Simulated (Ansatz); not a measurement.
C₂H₅AlBrCl, SMILES `C[CH2][Al]([Cl])[Br]`. Total charge 0; spin multiplicity 1.

```xyz
10

C     0.364    1.089    0.747
C    -0.501    0.381   -0.292
Al   -0.072   -1.479   -0.641
Cl   -1.158   -2.594   -2.039
Br    1.606   -2.536    0.426
H     1.418    1.094    0.460
H     0.056    2.130    0.881
H     0.305    0.602    1.723
H    -0.459    0.901   -1.258
H    -1.560    0.412   -0.007
```

Question: List the harmonic frequencies (cm⁻¹, unscaled) at PBE0-D4/def2-TZVP in Ansatz. (Best estimate.)

Answer: Computed: 32, 81, 125, 142, 232, 267, 343, 560, 601, 653, 932, 966, 1043, 1224, 1249, 1412, 1433, 1489, 1499, 3031, 3046, 3067, 3112, 3123.

Question: Is this a minimum?

Answer: Yes, all 24 modes are real.

Question: Give the ideal-gas thermochemistry at 298.15 K and 1 bar (rigid rotor, harmonic oscillator; point group Cs, symmetry number 1).

Answer: Zero-point energy 177.4 kJ/mol; H(298) − E = 200.4 kJ/mol; entropy 388.0 J/(mol·K), of which translation 173.0, rotation 123.7, vibration 91.3; G(298) − E = 84.7 kJ/mol. Modes under 100 cm⁻¹ are hindered rotations or soft bends, so the harmonic entropy is rough.
